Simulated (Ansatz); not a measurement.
Total energies of `B[Si](C)(O)F`.

```xyz
11

B    -1.4768    1.1674    0.4935
Si   -0.0954   -0.2939    0.4074
C     1.3117    0.0855   -0.7489
O    -0.9134   -1.6539   -0.0178
F     0.5838   -0.5533    1.8439
H    -1.6347    1.8540    1.4588
H    -2.1576    1.4004   -0.4620
H     0.9504    0.2286   -1.7699
H     1.8421    0.9909   -0.4421
H     2.0357   -0.7349   -0.7533
H    -0.4457   -2.4908   -0.0097
```

Charge 0, multiplicity 1. All single points use the PBE0-D4/def2-TZVP geometry. It is one conformer, not always the lowest. Basis def2-TZVPP, Ansatz 0.2.0.

RPA on PBE orbitals: Hartree–Fock energy of these orbitals -529.44460 Eh, correlation -1.43846 Eh (frozen core).

```
 functional                                  kind  energy without D4 (Eh)  D4 term (kJ/mol)
LDA (SPW92)                                   LDA              -528.30637                 –
        PBE                                   GGA              -530.89621             -20.3
     revPBE                                   GGA              -531.18262             -61.1
     B97M-V                    meta-GGA with VV10              -531.21184                 –
       PBE0    global hybrid, 25 % exact exchange              -530.94424             -17.1
    r2SCAN0                 meta-GGA hybrid, 25 %              -531.15391              -5.9
      BHLYP                   global hybrid, 50 %              -531.22792             -24.7
    LC-ωPBE           long-range corrected hybrid              -531.09994                 –
    ωB97X-V  range-separated hybrid GGA with VV10              -531.21238                 –
   PBE-QIDH                         double hybrid              -530.83350                 –
```

Q: Give the same for BLYP, r2SCAN, B3LYP, r2SCANh, HSE06 (plane-wave form), CAM-B3LYP, ωB97M-V, B2PLYP. (An estimate is asked.)

A: Ansatz gave: 
| functional | kind | energy without D4 (Eh) | D4 term (kJ/mol) |
| --- | --- | --- | --- |
| BLYP | GGA | -531.26619 | -44.5 |
| r2SCAN | meta-GGA | -531.18405 | -5.0 |
| B3LYP | global hybrid, 20 % | -531.36490 | -32.6 |
| r2SCANh | meta-GGA hybrid, 10 % | -531.17156 | -5.3 |
| HSE06 (plane-wave form) | screened hybrid | -530.92554 | -15.9 |
| CAM-B3LYP | range-separated hybrid | -531.25503 | -17.3 |
| ωB97M-V | range-separated hybrid meta-GGA with VV10 | -531.22474 | – |
| B2PLYP | double hybrid | -531.04782 | – |

B3LYP takes the VWN-RPA correlation (the form of Gaussian; ORCA's B3LYP/G). HSE06 is the plane-wave form, built on full-range PBE exchange. The double hybrids freeze the cores in their second-order part.

LC-ωPBE has ω = 0.4 bohr⁻¹.
